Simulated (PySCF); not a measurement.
Cl2OSi. Atoms are numbered in the order given.

```xyz
4

Si     0.0000     0.0000    -0.5091
O      0.0000     0.0000    -2.0508
Cl     0.0000    -1.6522     0.6922
Cl     0.0000     1.6522     0.6922
```

Coordinates come from a PBE-D3(BJ)/def2-SVP optimisation.

Computed with PBE0/pcSseg-2 (PySCF).

GIAO shieldings, no solvent; atoms alike by connectivity are averaged. δ = σ(ref) − σ: ²⁹Si against TMS (σ = 341.9 ppm); ¹⁷O against H2O (σ = 327.8 ppm); ³⁵Cl against HCl (σ = 943.3 ppm), references at their B3LYP-D3(BJ)/def2-TZVP geometries, non-relativistic (without spin–orbit terms, shifts of atoms bonded to Cl or Br come out too high).

```tsv
nucleus	atoms	count	δ (ppm)
²⁹Si	Si1	1	13.4
¹⁷O	O2	1	356.0
³⁵Cl	Cl3, Cl4	2	204.1
```
